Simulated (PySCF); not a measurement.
An equivalent PySCF input for C (carbon, neutral), [He] 2s2 2p2, high-spin 3P determinant, with no relativity, point nucleus:

```python
from pyscf import gto, scf, dft, mp, cc
import basis_set_exchange as bse
mol = gto.M(atom="C 0 0 0", charge=0, spin=2, symmetry="D2h",
            basis=gto.basis.parse(bse.get_basis("aug-cc-pVTZ", elements=["C"], fmt="nwchem", augment_diffuse=1)))
mf = dft.UKS(mol, xc="LDA,VWN")
mf.irrep_nelec = {'Ag': (2, 2), 'B1u': (1, 0), 'B2u': (1, 0)}
mf.kernel()
```

It reaches the same state as the run whose output follows, with an energy that differs only through the grid. The run itself started from symmetry-adapted Hartree-Fock orbitals and held the occupation by maximum overlap, on a logarithmic radial grid, so the iterations belong to that start.

```
SCF conv_tol = 1e-09
number electrons alpha = 4  beta = 2
XC functionals = LDA,VWN
    P. A. M. Dirac.,  Math. Proc. Cambridge Philos. Soc. 26, 376 (1930)
    F. Bloch.,  Z. Phys. 57, 545 (1929)
    S. H. Vosko, L. Wilk, and M. Nusair.,  Can. J. Phys. 58, 1200 (1980)
cycle= 1 E= -37.4676339482027  delta_E= -0.00671  |g|= 0.0154  |ddm|= 0.271
cycle= 2 E= -37.4676617010921  delta_E= -2.78e-05  |g|= 0.00604  |ddm|= 0.0352
cycle= 3 E= -37.4676796585808  delta_E= -1.8e-05  |g|= 0.00186  |ddm|= 0.0212
cycle= 4 E= -37.4676819311146  delta_E= -2.27e-06  |g|= 3.06e-05  |ddm|= 0.00545
cycle= 5 E= -37.4676819318877  delta_E= -7.73e-10  |g|= 2.24e-06  |ddm|= 0.000109
converged SCF energy = -37.4676819318877  <S^2> = 2.0025728  2S+1 = 3.0017147
```
